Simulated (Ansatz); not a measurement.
`[F][GeH2][O][GeH3]` + `CCl` → `[F][GeH2][CH2]Cl` + `[OH][GeH3]`  (formal exchange of groups at a Ge–O bond)

Program: Ansatz. Geometries: PBE0-D4/def2-TZVP. ΔE: electronic, gas phase. CCSD(T)/CBS adds triple-zeta CCSD(T) − MP2 to the extrapolated MP2 energy (def2 sets, frozen cores). This one scheme is used for every species. DFT in def2-TZVPP. For Ge outer-core shells are correlated without core-valence functions, which leaves a few kJ/mol of doubt a bond. Scalar relativity is left out up to krypton. Each species was taken in one conformer, which may not be the lowest.

CCSD(T)/CBS gives +74.0 kJ/mol.

Question: Another level gave +74.0 kJ/mol. Which?
A. PBE/def2-TZVPP
B. ωB97M-V/def2-TZVPP
C. SCS-MP2/def2-TZVPP
D. HF/def2-TZVPP

Answer: B. ωB97M-V 74.0, SCS-MP2/def2-TZVPP 81.7, HF/def2-TZVPP 93.9, PBE 65.9 kJ/mol.

Largest T1 diagnostic among the species: 0.012.

In def2-TZVPP, CCSD(T) changes the Hartree–Fock value by −16.6 kJ/mol (the triples alone add −1.1 kJ/mol) and MP2 by −16.2 kJ/mol. From PBE to PBE0 (25 % exact exchange), in def2-TZVPP and without D4, ΔE moves by +3.4 kJ/mol.

CCSD(T)/CBS has its own doubt, a few kJ/mol and more with outer-core shells, so smaller differences from it don't rank the levels.
